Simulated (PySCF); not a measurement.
## Spin-rotation constants: `BP1BNBNB1`, B4H7N2P

Geometry:
```
atom   x (Å)   y (Å)   z (Å)
  B1  -2.886   0.302  -0.322
  P2  -1.105   0.115  -0.123
  B3  -0.210  -1.438   0.277
  N4   1.199  -1.352   0.383
  B5   2.037  -0.213   0.219
  N6   1.505   1.069  -0.092
  B7   0.153   1.443  -0.286
  H8  -3.338   1.351  -0.575
  H9  -3.591  -0.624  -0.196
 H10  -0.739  -2.473   0.443
 H11   1.687  -2.208   0.603
 H12   3.200  -0.337   0.344
 H13   2.192   1.804  -0.183
 H14  -0.106   2.561  -0.537
```

Computed with GIAO KT3/pcSseg-1 magnetisability, rotational g tensor and spin-rotation constants, non-relativistic, gas phase (PySCF). Geometry: GFN2-xTB.

(1) Give the nuclear spin-rotation constants along the inertial axes (H = +C I·J) beside the isotropic shieldings.

(2) How do the rotational constants and the g tensor change when H8, H9, H10, H11, H12, H13, H14 are replaced by deuterium?

Results:

(1) Rotational constants 4.3756, 1.8410, 1.2958 GHz.
```tsv
atom	isotope	Caa (kHz)	Cbb (kHz)	Ccc (kHz)	mean (kHz)	σ (ppm)
B1	11B	1.747	0.822	0.136	0.901	41.6
P2	31P	7.609	3.384	1.380	4.124	336.5
B3	11B	1.584	0.595	0.176	0.785	63.5
N4	14N	0.497	0.270	0.044	0.271	103.7
B5	11B	1.288	0.536	0.195	0.673	78.0
N6	14N	0.497	0.270	0.044	0.270	103.8
B7	11B	1.585	0.596	0.176	0.786	63.4
H8	1H	-0.120	0.112	-0.133	-0.047	24.3
H9	1H	-0.117	0.111	-0.133	-0.046	24.3
H10	1H	-0.272	0.115	-0.124	-0.094	25.9
H11	1H	-0.165	0.066	-0.148	-0.082	24.6
H12	1H	0.284	-0.166	-0.120	-0.001	27.1
H13	1H	-0.166	0.066	-0.148	-0.083	24.6
H14	1H	-0.271	0.115	-0.124	-0.094	25.9
```
For the geometry as given, no vibrational averaging.

(2) Constants 3.6218, 1.5902, 1.1050 GHz; g -0.0698, -0.0321, 0.0023, against -0.0843, -0.0372, 0.0027 before.
